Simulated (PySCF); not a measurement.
**Ne⁺ (neon, charge +1): TPSS calculation**

Configuration: [He] 2s2 2p5, 2P determinant. Calculation: PySCF 2.14, in aug-cc-pCVTZ-DK with one added diffuse shell each of s, p, d, f type (8s7p5d3f, 75 functions); scalar relativity by spin-free X2C-1e.

```json
{"Total energy": "-128.3159 hartree", "One-electron energy": "-175.2240 hartree", "Hartree (Coulomb) energy": "58.9343 hartree", "Exchange-correlation energy": "-12.0262 hartree", "⟨S²⟩": "0.7511", "⟨L²⟩": "2.006", "Sum of ⟨r⟩": "6.454 bohr", "Sum of ⟨r²⟩": "6.915 bohr²", "Traceless quadrupole moment −½Σ⟨3z² − r²⟩ along its main axis": "0.410 e·bohr²", "Langevin diamagnetic susceptibility": "-5.48 ×10⁻⁶ cm³/mol"}
```

| shell | electrons | mean orbital energy (eV) | spread (eV) | rms radius, mean of both spins (bohr) |
| --- | --- | --- | --- | --- |
| 1s α | 1 | -858.33 | 0 | 0.183 |
| 1s β | 1 | -857.27 | 0 | 0.183 |
| 2s α | 1 | -57.577 | 0 | 0.948 |
| 2s β | 1 | -55.002 | 0 | 0.948 |
| 2p α | 3 | -33.468 | 3.138 | 1.01 |
| 2p β | 2 | -31.540 | 0 | 1.01 |
